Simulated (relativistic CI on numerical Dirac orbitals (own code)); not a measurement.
# Radial parameters of Sb25+

Computed by Dirac-Coulomb-Breit CI, orbitals from a KLI potential per configuration, QED by a radiative potential, unscaled Slater integrals (own radial code, finite nucleus).

Slater integrals F^k, G^k are unscaled and averaged over j, outside the closed core [Ne]; ζ comes from projecting the Hamiltonian with its Breit term on Σ l·s of the shell.

- 3s2 3p6 3d8: F^2(3d,3d) = 350320, F^4(3d,3d) = 224990, ζ(3d) = 33038 cm⁻¹; <r>(3d) = 0.2879, <r^2>(3d) = 0.09701 (bohr units).
- 3s2 3p5 3d9: ζ(3p) = 268230, F^2(3p,3d) = 313830, G^1(3p,3d) = 349180, G^3(3p,3d) = 228340, ζ(3d) = 32601 cm⁻¹; <r>(3p) = 0.3159, <r^2>(3p) = 0.1154, <r>(3d) = 0.2884, <r^2>(3d) = 0.09744 (bohr units).
- 3s2 3p4 3d10: F^2(3p,3p) = 314120, ζ(3p) = 268050 cm⁻¹; <r>(3p) = 0.3163, <r^2>(3p) = 0.1157 (bohr units).

Q: Give the Racah parameters of the d shell in 3s2 3p6 3d8.

A: B = F²/49 − 5F⁴/441 = 4599 cm⁻¹ and C = 35F⁴/441 = 17856 cm⁻¹.

Averages of the first 10 configurations, taken without configuration mixing, which lowers the lowest level and can move excited configurations by several eV; other configurations of the list can lie among them:

| Configuration | Parity | States | Average energy above the lowest level (eV) |
| --- | --- | --- | --- |
| 3s2 3p6 3d8 | even | 45 | 12.7 |
| 3s2 3p5 3d9 | odd | 60 | 253.5 |
| 3s2 3p4 3d10 | even | 15 | 499.1 |
| 3s 3p6 3d9 | even | 20 | 416.6 |
| 3p6 3d10 | even | 1 | 826.9 |
| 3s 3p5 3d10 | odd | 12 | 656.1 |
| 3s2 3p6 3d7 4s | even | 240 | 558.6 |
| 3s2 3p6 3d7 4p | odd | 720 | 616.4 |
| 3s2 3p6 3d7 4d | even | 1200 | 699.5 |
| 3s2 3p4 3d9 4s | even | 300 | 1034.8 |
